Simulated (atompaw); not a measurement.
How hard is this holmium (Ho) PAW (atompaw) potential?

atompaw 4.2.0.5 input, output lines left out:

```
Ho 67
GGA-PBE scalarrelativistic loggrid 2001 logderivrange -6 5 276
6 6 5 4 0 0
6 0 0.5
6 1 0
5 2 0
4 3 11
0 0 0
c
c
c
c
v
v
c
c
c
v
v
c
c
v
v
3
3.00 2.35 2.10 2.15
n
n
y
3.85
n
y
-0.15
n
custom rrkj gramschmidtortho besselshape
4 1 troulliermartins
2.00
3.00
2.05
3.00
3.00
3.00
0.75
0.75
```

The pseudo-atom Hamiltonian at the reference potential is diagonalised in spherical Bessel functions j_l(qr) that vanish at 20 bohr, with q² up to the cutoff. All-electron valence levels (Ry): 5s -4.4601, 6s -0.8666, 5p -2.6559, 6p -0.5784, 5d -0.7380, 4f -0.9804.

Task: How do the lowest levels (Ry) of each channel move with the cutoff, and are there ghosts?

Result:

```
cutoff (Ry)     s #1     s #2     p #1     p #2     p #3     d #1     f #1  Σ f·Δε (mRy)
          8  -4.3960  -0.8666  -2.2127  -0.5783  -0.2373  -0.7278  -0.1831       11551.2
         25  -4.4600  -0.8666  -2.6555  -0.5785  -0.2374  -0.7380  -0.1864        8729.8
         50  -4.4601  -0.8666  -2.6558  -0.5785  -0.2374  -0.7380  -0.1865        8726.8
        100  -4.4601  -0.8666  -2.6559  -0.5785  -0.2374  -0.7380  -0.1875        8715.9
        180  -4.4601  -0.8666  -2.6559  -0.5785  -0.2374  -0.7380  -0.8606        1311.5
        400  -4.4601  -0.8666  -2.6559  -0.5785  -0.2374  -0.7380  -0.9798           0.0
```

Result: no extra level below or beside the all-electron valence levels (s, p, d, f tested); 10 mRy is reached at over 300 Ry and 1 mRy at over 300 Ry.
